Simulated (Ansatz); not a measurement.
Harmonic frequencies (cm⁻¹) at PBE0-D4/def2-TZVP from Ansatz: 149, 187, 251, 252, 357, 436, 711, 1030, 1075.

Task: Which molecule is it?
A. `[O]=[W]([OH])([OH])=[S]`
B. `[F][W]([F])([F])([F])=[S]`
C. `[O]=[W](=[O])([F])[Cl]`
D. `[OH][W]([F])([F])([F])=[S]`

Result: C.
